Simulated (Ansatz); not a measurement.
Ansatz (a first-principles code) input:

Ansatz 0.2 input:
```yaml
crystal:
  periodic: [false, false, false]
  atoms:
    - {symbol: Ge, position_ang: [-0.01426658, -0.01909977, 0.97225137]}
    - {symbol: I, position_ang: [1.17561757, -1.89115665, -0.31358715]}
    - {symbol: I, position_ang: [-1.16700379, 1.90268858, -0.27343255]}
basis:
  gaussian:
    orbitals: def2-TZVPD
hamiltonian:
  xc: {name: BHLYP}
total_charge: -1
magnetization: {spin_polarized: true, initial_magnetization: 1}
```

Problem. What final total energy does it print?

Solution. -2672.44505 Eh (BHLYP/def2-TZVPD). The basis has 172 functions.

This state (charge -1, doublet) is run at the relaxed geometry of the species with charge 0 and multiplicity 3.
